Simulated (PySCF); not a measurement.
**Er(III) with more and more H2O**

Computed with PySCF 2.14.0, r2SCAN, def2-SVP on the ligands, density fitting, scalar-relativistic core potentials, no spin-orbit coupling, vacuum. The metal has lcecp-1-SVP with ECP57. Each complex is relaxed within the symmetry of its template. Distances are means of the shortest metal–ligand contacts, charges and spins Mulliken's; removal energies are rigid, with the ligand's formal charge and no counterpoise, so too large; for an anion taken off a cation in vacuum most of it is the attraction of opposite charges, and multiply charged cations can part far more cheaply with an electron moved from ligand to metal. lcecp potentials hold a fixed number of 4f electrons in the core, out of states, spins and gaps.

| complex | point group | M–H2O (Å) | charge on M (e) | removal of one H2O (eV) | unstable modes (below −25 cm⁻¹) |
| --- | --- | --- | --- | --- | --- |
| [Er(H2O)2]3+ | C1 | 2.186 | 2.20 | 4.55 | not given |
| [Er(H2O)3]3+ | D3 | 2.231 | 1.94 | 3.96 | not given |
| [Er(H2O)6]3+ | Th | 2.326 | 1.29 | 2.80 | not given |
| [Er(H2O)7]3+ | C2v | 2.396 | 1.13 | 2.63 | not given |

Problem. What does the calculation give for [Er(H2O)5]3+?

Solution. point group: C2v, M–H2O (Å): 2.296, charge on M (e): 1.50, removal of one H2O (eV): 3.05, unstable modes (below −25 cm⁻¹): not given.
```xyz
16

Er   -0.0473    0.0000    0.0000
O    -0.4797   -0.0411    2.2609
H    -0.5998    0.7197    2.8702
H    -0.6064   -0.8233    2.8413
O    -0.4797    0.0412   -2.2609
H    -0.5998   -0.7196   -2.8702
H    -0.6063    0.8233   -2.8413
O     2.2218   -0.0001    0.0000
H     2.8297   -0.0174    0.7739
H     2.8297    0.0172   -0.7739
O    -0.7336    2.1989    0.0445
H    -0.1758    3.0086    0.0548
H    -1.6511    2.5523    0.0574
O    -0.7338   -2.1988   -0.0445
H    -1.6514   -2.5521   -0.0574
H    -0.1760   -3.0086   -0.0548
```

The more ligands, the longer each bond and the weaker the last ligand is held.

Moved off a saddle point of the template and relaxed again: [Er(H2O)2]3+, [Er(H2O)3]3+, [Er(H2O)5]3+, [Er(H2O)6]3+. One start shape was tried for each, so a minimum needn't be the lowest isomer.
